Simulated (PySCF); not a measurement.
Stepwise substitution at one centre (B SH-H). All species are isolated molecules in the gas phase. One relaxed conformer stands for each flexible species; it need not be the lowest. Strings in code marks are SMILES.

Method: PBE-D3(BJ)/def2-TZVP // CAM-B3LYP-D3(BJ)/def2-TZVP run with PySCF 2.14.0. All candidates: neutral, multiplicity 1. Excitations are Tamm–Dancoff values on a coarser integration grid. The basis has no diffuse functions, so Rydberg states are missing or too high.

```yaml
S1 excitation (TDA): 5.83 eV
HOMO: -7.35 eV
brightest of the four lowest singlets (TDA): 6.43 eV
```

**Question.** Identify which member has these values.
A) `BS` (H–B–S–H torsion 0°)
B) `SBS` (H–S–B–S torsion 0°, S–B–S–H torsion 0°)
C) `SB(S)S`

**Answer.** A, `BS` (H–B–S–H torsion 0°). The others give `SB(S)S`: 4.88 eV, -6.36 eV, 5.69 eV; `SBS` (H–S–B–S torsion 0°, S–B–S–H torsion 0°): 5.57 eV, -6.49 eV, 5.72 eV
